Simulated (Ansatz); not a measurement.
Wavefunction ladder for ClGeH3N, SMILES `[NH][GeH2][Cl]` radical

Z-matrix (Å, degrees):
```
Ge
Cl 1 2.163
N 1 1.850 2 112.3
H 1 1.533 2 107.3 3 -118.8
H 1 1.533 2 107.3 3 118.8
H 3 1.025 1 110.5 2 0.1
```

Total charge 0; spin multiplicity 2. Correlated methods include outer-core shells of Ge, which these sets cover unevenly. Scalar relativity is left out up to krypton. The structure was optimised at the PBE0-D4/def2-TZVP level. It is one conformer, not always the lowest. Frozen core, unrestricted reference, Ansatz 0.2.0.

```
     basis      HF (Eh)  MP2 corr.  CCSD corr.       (T)  CCSD(T) total
  def2-SVP  -2590.61124   -0.49369    -0.52485  -0.01306    -2591.14915
def2-TZVPP  -2591.10686   -0.61365    -0.64983  -0.02470    -2591.78139
def2-QZVPP  -2591.16451   -0.91015           –         –              –
```
